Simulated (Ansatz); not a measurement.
Molecule (SMILES): F[C]Cl (closed-shell singlet).
Atoms: F1, C2, Cl3. Bonds: F1-C2, C2-Cl3.

Basis-set convergence of the optimised F1-C2 bond length at B3LYP with Ansatz (an electronic-structure program). All functions are spherical. The program fits the integrals of some runs and decomposes those of others, by size. No added dispersion term, no relativity. Reference: the value in def2-QZVPPD, 1.2961 Å, itself unsure by roughly 0.0002 Å (its mean distance from pcseg-3, def2-QZVPP, cc-pV(Q+d)Z). Deviations are taken from unrounded values. Cost is core time over that of def2-SVPD, rough, on shared machines of one kind. It counts the whole optimisation.

```csv
basis,functions,optimised F1-C2 bond length (Å),minus reference (Å),cost
def2-SVP,46,1.2918,-0.0044,0.5×
def2-SVPD,70,1.2958,-0.0003,1×
def2-TZVP,99,1.2975,0.0014,1×
def2-TZVPP,104,1.2975,0.0014,2×
def2-TZVPD,123,1.2978,0.0017,3×
def2-TZVPPD,128,1.2979,0.0017,3×
def2-QZVPP,184,1.2963,0.0001,4×
def2-QZVPPD,208,1.2961,0.0000,6×
```

The smallest set listed that lies within 0.003 Å of the reference with all its larger relatives (same family, alike in diffuse functions; a set with none counts only in the reference's own line) is def2-SVPD (70 functions, 1× in cost, -0.0003 Å off).
